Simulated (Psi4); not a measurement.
A dimer, H2 ··· HBr (SMILES [H][H] and Br); the first 2 atoms form monomer A.

```
4

H      0.3719     0.0000     0.0000
H     -0.3719     0.0000     0.0000
Br     0.0133     2.5553     2.8418
H      0.0035     1.6105     1.7754
```

Question: What interaction energy does SAPT0/jun-cc-pVDZ, frozen core (Psi4 1.11) give, and which attractive term is the largest?

Answer: Total -0.73 kJ/mol: electrostatics -2.45, exchange 4.12, induction -1.01, dispersion -1.39. The most attractive term is electrostatics.
